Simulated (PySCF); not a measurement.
## Electron correlation in Br (bromine, neutral)

[Ar] 3d10 4s2 4p4 4d1, one real determinant (an excited configuration). All numbers are calculated (PySCF 2.14, scalar relativity by spin-free X2C-1e, in aug-cc-pVTZ-DK). Frozen: [Ar] 3d10; 7 electrons correlated.

| level | correlation energy (mhartree) |
| --- | --- |
| CCSD | -134.15 |
| (T) | -4.93 |
| CCSD(T) | -139.08 |

Diagnostics: T1 = 0.0077, D1 = 0.0232, largest double amplitude 0.093.

The real determinant used has ⟨L²⟩ near 8 against 12 for a pure F term, so it mixes terms. The outer electron is Rydberg-like, and this basis confines it to a smaller radius and binds it less than a complete one would.

Cost of the coupled-cluster step: roughly 2.4 core-seconds, for 7 correlated electrons.

Iterations:

```
CC2 = 0
CCSD nocc = (np.int64(5), np.int64(2)), nmo = (45, 45)
frozen orbitals [[0, 1, 2, 3, 4, 5, 6, 7, 8, 9, 10, 11, 12, 13], [0, 1, 2, 3, 4, 5, 6, 7, 8, 9, 10, 11, 12, 13]]
max_cycle = 100
direct = 0
conv_tol = 1e-08
conv_tol_normt = 1e-06
diis_space = 8
diis_start_cycle = 0
Init t2, MP2 energy = -0.112919798569676
Init E_corr(UCCSD) = -0.112919798572772
cycle = 1  E_corr(UCCSD) = -0.128416846739858  dE = -0.0154970482  norm(t1,t2) = 0.0426741
cycle = 2  E_corr(UCCSD) = -0.131763823353028  dE = -0.00334697661  norm(t1,t2) = 0.0184152
cycle = 3  E_corr(UCCSD) = -0.13366583238928  dE = -0.00190200904  norm(t1,t2) = 0.0125968
cycle = 4  E_corr(UCCSD) = -0.133861628844492  dE = -0.000195796455  norm(t1,t2) = 0.00869837
cycle = 5  E_corr(UCCSD) = -0.134143554445582  dE = -0.000281925601  norm(t1,t2) = 0.00343442
cycle = 6  E_corr(UCCSD) = -0.134154366557719  dE = -1.08121121e-05  norm(t1,t2) = 0.000644231
cycle = 7  E_corr(UCCSD) = -0.13415133812386  dE = 3.02843386e-06  norm(t1,t2) = 0.000237655
cycle = 8  E_corr(UCCSD) = -0.134152620943219  dE = -1.28281936e-06  norm(t1,t2) = 6.29639e-05
cycle = 9  E_corr(UCCSD) = -0.134152137078865  dE = 4.83864355e-07  norm(t1,t2) = 1.33915e-05
cycle = 10  E_corr(UCCSD) = -0.134152306735759  dE = -1.69656895e-07  norm(t1,t2) = 3.25884e-06
cycle = 11  E_corr(UCCSD) = -0.134152313941237  dE = -7.20547783e-09  norm(t1,t2) = 7.7629e-07
UCCSD converged
E(UCCSD) = -2604.172491997982  E_corr = -0.1341523139412372
UCCSD(T) correction = -0.00493153563331299
```

The reference is one real determinant that mixes LS terms of this configuration.
